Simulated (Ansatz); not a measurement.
`C[CH](C)[Al]([F])[F]` + H₂ → `[F][AlH][F]` + propane  (hydrogenolysis of the Al–C bond)

Computed with Ansatz on PBE0-D4/def2-TZVP structures; ΔE is electronic, products minus reactants. CCSD(T)/CBS adds triple-zeta CCSD(T) − MP2 to the extrapolated MP2 energy (def2 sets, frozen cores). This one scheme is used for every species. Functionals use def2-TZVPP. One conformer a species, not always the lowest.

`C[CH](C)[Al]([F])[F]`:

Cartesian coordinates in Å:
```
C 0.921 -0.988 -0.593
C 0.293 0.142 0.224
C -0.749 -0.382 1.213
Al -0.389 1.588 -0.893
F 0.247 1.912 -2.376
F -1.609 2.571 -0.392
H 1.386 -1.730 0.066
H 1.690 -0.627 -1.281
H 0.172 -1.516 -1.190
H 1.098 0.614 0.810
H -0.304 -1.118 1.891
H -1.575 -0.881 0.698
H -1.181 0.414 1.823
```

H₂:

Cartesian coordinates in Å:
```
H 0.187 -0.157 0.282
H -0.187 0.157 -0.282
```

`[F][AlH][F]`:

Cartesian coordinates in Å:
```
F 1.057 -1.213 -0.207
Al -0.027 -0.005 0.018
F 0.278 1.442 -0.689
H -1.308 -0.224 0.878
```

`CCC`:

Z-matrix (Å, degrees):
```
C
C 1 1.519
H 1 1.094 2 111.1
H 1 1.094 2 111.1 3 119.5
H 1 1.093 2 111.7 3 -120.3
C 2 1.519 1 112.7 3 -59.7
H 2 1.095 1 109.5 3 178.2
H 2 1.095 1 109.5 3 62.4
H 6 1.094 2 111.0 1 59.7
H 6 1.093 2 111.7 1 -180.0
H 6 1.094 2 111.1 1 -59.7
```

| species | revPBE energy (Eh) |
| --- | --- |
| `C[CH](C)[Al]([F])[F]` | -560.78743 |
| H₂ | -1.17659 |
| `[F][AlH][F]` | -442.83519 |
| `CCC` | -119.14441 |

(1) Work out ΔE.

Largest T1 diagnostic among the species: 0.013.

Answers

(1) ΔE = (-442.83519) + (-119.14441) − (-560.78743) − (-1.17659) = -0.01558 Eh = -40.9 kJ/mol. CCSD(T)/CBS gives -37.3 kJ/mol.

The D4 term adds +11.1 kJ/mol with B3LYP and +6.2 kJ/mol with PBE0; it sums over pairs of atoms, weighted by their polarisabilities, and B3LYP, whose exchange is more repulsive, gets the larger term. In def2-TZVPP, CCSD(T) changes the Hartree–Fock value by +30.5 kJ/mol (the triples alone add +5.6 kJ/mol) and MP2 by +35.3 kJ/mol.

B3LYP here is the variant with VWN-RPA as its local correlation; programs differ in this.
